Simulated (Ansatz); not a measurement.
An input meant for Ge(vinyl)H3 (C2H6Ge) (charge 0, triplet).

```yaml
crystal:
  periodic: [false, false, false]
  atoms:
    - {symbol: Ge, position_ang: [-0.222332, 0.273904, -1.275711]}
    - {symbol: C, position_ang: [-0.386170, 0.118198, 0.649146]}
    - {symbol: C, position_ang: [0.538793, -0.452450, 1.410791]}
    - {symbol: H, position_ang: [-1.281524, 0.517483, 1.120899]}
    - {symbol: H, position_ang: [1.450417, -0.870937, 0.993744]}
    - {symbol: H, position_ang: [0.428460, -0.526603, 2.489302]}
    - {symbol: H, position_ang: [1.110744, -0.361687, -1.703823]}
    - {symbol: H, position_ang: [-0.252056, 1.751027, -1.707464]}
    - {symbol: H, position_ang: [-1.386322, -0.448946, -1.976894]}
basis:
  gaussian: {orbitals: aug-cc-pVDZ}
magnetization: {spin_polarized: true, initial_magnetization: 2}
hamiltonian: {xc: {name: r2SCAN50}, dispersion: d4}
scf: {max_iter: 3}
output: {forces: true}
```

```sh
$ ansatz run in.yaml --threads 4 --pin off --events-out ev --progress --plain --max-ram 3916MiB
```

**Question.** Predict how Ansatz answers.

**Answer.** The program refused the input. The input holds a key that doesn't belong there.
```
Error: invalid value for `basis.gaussian`: such a run doesn't read scf.max_iter; remove what it names
```
